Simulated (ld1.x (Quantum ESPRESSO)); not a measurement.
## Bi (Z = 83) PAW: all-electron and pseudo phase curves

Bi, PAW, made with ld1.x (Quantum ESPRESSO) 7.5 (LDA (PZ), scalar-relativistic). Core [Kr] 4d10 4f14, reference 5s2 5p6 5d10 6s2 6p2.75 (charge +0.25). Waves: 5s (bound): rcut 1.05, rcutus 1.15 bohr; 6s (bound): rcut 1.05, rcutus 1.15 bohr; 5p (bound): rcut 1.45, rcutus 1.65 bohr; 6p (bound): rcut 1.45, rcutus 1.65 bohr; 5d (bound): rcut 1.10, rcutus 1.55 bohr; 5d channel at 0.35 Ry: rcut 1.10, rcutus 1.55 bohr. Local part: all-electron potential smoothed inside 1.60 bohr (lloc = -2). Core correction: Bessel-smoothed model core inside 1.15 bohr. Augmentation charge: PSQ, radius 0.80 bohr.

The phase is arctan(r·u′/u) with u = r·R(r), unwrapped; energies in Ry, scanned from -14 to 5 Ry. A pole is an energy at which the radial function vanishes at the test radius. The pseudo phase is shifted by a multiple of π to meet the all-electron one at the reference energy, and phase errors are pseudo minus all-electron; the curves can meet again beyond the range given. Levels narrower than the energy grid can be missing from the lists of poles.

For each channel, where are the poles, and over which energies does the pseudopotential scatter like the atom?

```csv
channel,radius (bohr),reference energy (Ry),"poles, all-electron","poles, pseudo",unbroken range about the reference energy with phases within 0.05 rad,phase error 1 Ry above the reference energy (rad)
s,1.80,-1.22,-11.64,-11.64,the whole range,-0.000
p,1.80,-0.47,-6.86,-6.86,the whole range,-0.001
d,1.80,-2.14,-0.97,-0.97,the whole range,+0.000
```

Phases in the s channel:

```
E (Ry)  all-electron  pseudo
-14.00         1.388   1.388
-13.04         1.365   1.365
-12.08         1.213   1.213
-11.12        -1.708  -1.708
-10.16        -1.750  -1.750
 -9.20        -1.772  -1.772
 -8.24        -1.794  -1.794
 -7.28        -1.818  -1.819
 -6.32        -1.849  -1.849
 -5.36        -1.891  -1.891
 -4.40        -1.951  -1.951
 -3.44        -2.050  -2.050
 -2.48        -2.238  -2.239
 -1.52        -2.677  -2.677
 -0.56        -3.548  -3.548
  0.40        -4.157  -4.158
  1.36        -4.411  -4.412
  2.32        -4.536  -4.538
  3.28        -4.611  -4.612
  4.24        -4.661  -4.664
```
